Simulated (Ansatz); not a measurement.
Reaction (substitution at a C–C bond): `CCCCC=O` + `O[SiH](O)S` → `CS[SiH](O)O` + `CCCC=O`

Calculated with Ansatz (gas phase, PBE0-D4/def2-TZVP geometries, no zero-point term in ΔE). CCSD(T)/CBS adds triple-zeta CCSD(T) − MP2 to the extrapolated MP2 energy (def2 sets, frozen cores). Functionals use def2-TZVPP. One conformer a species, not always the lowest.

```
       level  ΔE (kJ/mol)
     ωB97M-V          8.2
HF/CBS(def2)          8.0
```

(1) What does CCSD(T)/CBS give? (Best estimate.)

Largest T1 diagnostic among the species: 0.012.

Answers

(1) Ansatz gave: +8.4 kJ/mol. The listed levels differ from it by -0.2, -0.4 kJ/mol.
